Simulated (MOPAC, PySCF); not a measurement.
H₄OSi₂, SMILES `O[SiH]=[SiH2]` (H–O–Si–Si torsion 144°), neutral singlet in the gas phase. 

Cartesian coordinates (Å):
SMILES: [SiH2]=[SiH]O
```xyz
7

O     -1.6930     0.7503     0.4257
Si    -0.4126    -0.2795     0.3707
Si     1.4591     0.1821    -0.7147
H     -2.2109     0.8059     1.2338
H     -0.3700    -1.0444     1.6486
H      2.0885    -1.1570    -0.9071
H      1.1390     0.7426    -2.0569
```
Charge 0, multiplicity 1.

All levels are single points at this geometry (B3LYP-D3(BJ)/def2-TZVP); Pople sets use spherical d functions. Orbital energies aren't observables, and empty levels follow the basis.

HF/STO-3G in PySCF gives gap (eV) = 9.56.

Task: Estimate the gap (eV) from each of these levels: B3LYP-D3(BJ)/def2-TZVP in PySCF; B3LYP/3-21G in PySCF; B3LYP/6-311+G** in PySCF; B3LYP/LANL2DZ in PySCF; BP86/6-31G* in PySCF; PBE/6-31G* in PySCF; SVWN5/6-31G* in PySCF; HF/3-21G in PySCF; HF/6-31G* in PySCF; PM3 in MOPAC; PM6 in MOPAC; PM7 in MOPAC.

Result: 
```json
[
 {"level": "B3LYP-D3(BJ)/def2-TZVP in PySCF", "gap (eV)": "3.58"},
 {"level": "B3LYP/3-21G in PySCF", "gap (eV)": "3.63"},
 {"level": "B3LYP/6-311+G** in PySCF", "gap (eV)": "3.54"},
 {"level": "B3LYP/LANL2DZ in PySCF", "gap (eV)": "3.58"},
 {"level": "BP86/6-31G* in PySCF", "gap (eV)": "2.43"},
 {"level": "PBE/6-31G* in PySCF", "gap (eV)": "2.43"},
 {"level": "SVWN5/6-31G* in PySCF", "gap (eV)": "2.40"},
 {"level": "HF/3-21G in PySCF", "gap (eV)": "8.45"},
 {"level": "HF/6-31G* in PySCF", "gap (eV)": "8.40"},
 {"level": "PM3 in MOPAC", "gap (eV)": "5.89"},
 {"level": "PM6 in MOPAC", "gap (eV)": "5.86"},
 {"level": "PM7 in MOPAC", "gap (eV)": "5.85"}
]
```
